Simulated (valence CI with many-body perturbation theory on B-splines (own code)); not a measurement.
The numbers below are computed, except where a source is named.
Energy levels of Ga25+

Method: configuration interaction combined with many-body perturbation theory (CI+MBPT): four valence electrons over a frozen Dirac-Fock core [He], a basis of 11 s, 11 p, 9 d, 7 f, 5 g, 2 h, 1 i functions for each j, with the one-electron correlation potential Σ1 (screened to all orders), the two-electron term Σ2, the three-electron term Σ3, Breit, model QED; selected single and double excitations, second order for the rest (own B-spline code, finite nucleus).

No measured spectrum was set against this ion. As an estimate, levels of excited configurations hold to 0.05 to 0.15 % of their energy, terms of the ground configuration to about 0.5 %. Among the levels kept, up to 270 cm⁻¹ of a level comes from second order outside the variational space, and about a tenth of that is noise between levels of different J, which matters for small intervals.

Levels 46 to 90 of 116, with energies above the lowest level, 2s²2p² ³P_0. "Leading %" is the weight of the configuration and term that name the level; weights of strongly mixed levels are sums over their largest components and can fall short. In the jj column 3d3/2^4 stands for four electrons in 3d with j = 3/2.

```csv
No.,Configuration,Term,J,E (eV),Leading %,g,Leading jj
46,2s²2p3d,³F°,4,1531.5,97,1.247,2s^2 2p3/2 3d5/2 (97 %)
47,2s²2p3d,¹D°,2,1531.6,50,0.998,2s^2 2p3/2 3d3/2 (64 %)
48,2s²2p3d,³D°,3,1535.0,61,1.231,2s^2 2p3/2 3d3/2 (58 %)
49,2s²2p3d,³P°,1,1537.5,69,1.227,2s^2 2p3/2 3d3/2 (91 %)
50,2s²2p3d,³P°,2,1537.6,45,1.350,2s^2 2p3/2 3d5/2 (58 %)
51,2s²2p3d,³P°,0,1538.0,96,,2s^2 2p3/2 3d3/2 (96 %)
52,2s2p²3p,⁵D°,2,1539.8,52,1.581,2s 2p1/2^2 3p3/2 (54 %)
53,2s2p²3s,³P,2,1541.1,73,1.414,2s 2p1/2 2p3/2 3s (75 %)
54,2s2p²3p,⁵D°,1,1543.0,32,1.478,2s 2p1/2^2 3p3/2 (36 %)
55,2s²2p3d,¹F°,3,1545.9,76,1.061,2s^2 2p3/2 3d5/2 (60 %)
56,2s2p²3p,⁵P°,1,1546.7,29,1.421,2s 2p1/2 2p3/2 3p1/2 (46 %)
57,2s²2p3d,¹P°,1,1547.9,45,1.118,2s^2 2p3/2 3d5/2 (54 %)
58,2s2p²3p,⁵D°,2,1550.7,33,1.554,2s 2p1/2 2p3/2 3p1/2 (74 %)
59,2s2p²3p,⁵D°,3,1554.4,83,1.509,2s 2p1/2 2p3/2 3p3/2 (83 %)
60,2s2p²3p,⁵P°,1,1558.3,36,1.656,2s 2p1/2 2p3/2 3p3/2 (89 %)
61,2s2p²3p,⁵P°,3,1559.7,50,1.488,2s 2p1/2 2p3/2 3p1/2 (59 %)
62,2s2p²3s,³D,1,1561.5,88,0.572,2s 2p1/2 2p3/2 3s (86 %)
63,2s2p²3p,³D°,2,1563.3,65,1.357,2s 2p1/2 2p3/2 3p3/2 (84 %)
64,2s2p²3s,³D,2,1563.8,66,1.183,2s 2p1/2 2p3/2 3s (81 %)
65,2s2p²3d,⁵F,1,1565.6,77,0.230,2s 2p1/2^2 3d3/2 (70 %)
66,2s2p²3p,⁵D°,4,1565.6,86,1.461,2s 2p1/2 2p3/2 3p3/2 (70 %)
67,2s2p²3d,⁵F,2,1567.2,57,1.180,2s 2p1/2^2 3d3/2 (52 %)
68,2s2p²3p,³P°,0,1568.3,87,,2s 2p1/2 2p3/2 3p3/2 (90 %)
69,2s2p²3p,⁵S°,2,1568.6,61,1.837,2s 2p1/2 2p3/2 3p1/2 (64 %)
70,2s2p²3s,³D,3,1571.1,78,1.377,2s 2p3/2^2 3s (66 %)
71,2s2p²3d,⁵F,3,1571.5,37,1.397,2s 2p1/2^2 3d5/2 (60 %)
72,2s2p²3p,³P°,2,1574.1,69,1.452,2s 2p1/2 2p3/2 3p3/2 (80 %)
73,2s2p²3p,³P°,1,1575.2,57,1.454,2s 2p1/2 2p3/2 3p3/2 (65 %)
74,2s2p²3s,³P,1,1575.3,49,1.575,2s 2p1/2 2p3/2 3s (66 %)
75,2s2p²3p,³D°,3,1575.7,53,1.381,2s 2p1/2 2p3/2 3p3/2 (54 %)
76,2s2p²3s,³P,0,1575.8,81,,2s 2p1/2 2p3/2 3s (71 %)
77,2s2p²3s,¹D,2,1579.2,65,1.120,2s 2p3/2^2 3s (68 %)
78,2s2p²3d,³P,2,1582.4,35,1.086,2s 2p1/2^2 3d5/2 (40 %)
79,2s2p²3d,⁵F,4,1585.0,66,1.386,2s 2p1/2 2p3/2 3d5/2 (90 %)
80,2s2p²3d,⁵D,0,1585.3,92,,2s 2p1/2 2p3/2 3d3/2 (95 %)
81,2s2p²3d,⁵D,1,1585.4,70,1.359,2s 2p1/2 2p3/2 3d3/2 (91 %)
82,2s2p²3d,⁵D,2,1585.8,34,1.259,2s 2p1/2 2p3/2 3d3/2 (78 %)
83,2s2p²3d,⁵F,3,1586.7,52,1.387,2s 2p1/2 2p3/2 3d3/2 (50 %)
84,2s2p²3p,³F°,2,1589.7,61,0.824,2s 2p1/2 2p3/2 3p1/2 (89 %)
85,2s2p²3d,³F,2,1594.7,39,1.183,2s 2p1/2 2p3/2 3d5/2 (85 %)
86,2s2p²3p,³D°,1,1594.7,62,0.757,2s 2p1/2 2p3/2 3p1/2 (81 %)
87,2s2p²3d,⁵F,5,1595.4,87,1.370,2s 2p1/2 2p3/2 3d5/2 (70 %)
88,2s2p²3d,⁵D,4,1595.5,49,1.386,2s 2p1/2 2p3/2 3d3/2 (41 %)
89,2s2p²3d,³F,3,1597.8,47,1.334,2s 2p1/2 2p3/2 3d3/2 (44 %)
90,2s2p²3p,³F°,3,1599.7,79,1.109,2s 2p1/2 2p3/2 3p3/2 (71 %)
```

Names give the largest LS component (configuration and term), which can be under half, so a name can repeat, a term be missing and a line seem to break the LS rules; names also repeat where a configuration has a term twice.

Where two levels of one J and parity lie close, their mixing, g and order are uncertain.
